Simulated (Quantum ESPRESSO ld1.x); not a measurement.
The numbers below are computed, except where a source is named.
Problem. These are the eigenvalues of the occupied orbitals of an atom or ion with whole-number occupations (hartree). Code: ld1.x of Quantum ESPRESSO 7.5. Model: Dirac Kohn-Sham, relativistic LDA (MacDonald-Vosko exchange, VWN5 correlation), spin-unpolarised, spherical densities, point nucleus.

| orbital | eigenvalue |
|---|---|
| 1s1/2 | -2024.21 |
| 2s1/2 | -339.148 |
| 2p1/2 | -323.140 |
| 2p3/2 | -292.013 |
| 3s1/2 | -76.0370 |
| 3p1/2 | -68.9728 |
| 3p3/2 | -62.4663 |
| 3d3/2 | -50.2682 |
| 3d5/2 | -48.8386 |
| 4s1/2 | -15.2820 |
| 4p1/2 | -12.4695 |
| 4p3/2 | -11.0041 |
| 4d3/2 | -6.35174 |
| 4d5/2 | -6.08481 |
| 5s1/2 | -2.20604 |
| 5p1/2 | -1.43281 |
| 5p3/2 | -1.23974 |
| 4f5/2 | -0.51075 |
| 4f7/2 | -0.47419 |
| 6s1/2 | -0.32700 |
| 5f5/2 | -0.01575 |
| 5f7/2 | -0.01575 |

Which element is it, and in what charge state? The configuration may be excited. Open shells, if any, are shared by 2j + 1.

Solution. Z = 67, holmium, charge 0: Ho in [Kr] 4d10 4f11 5s2 5p5 6s2 5f1. The list shows which subshells hold electrons but not how many an open one holds; the 1s level, -2024.2 hartree, gives Z - s = 63.6 by -(Z - s)^2/2, which with screening and relativity narrows Z to a few neighbours, and the depths of the outer levels then fix element, charge and occupations together.
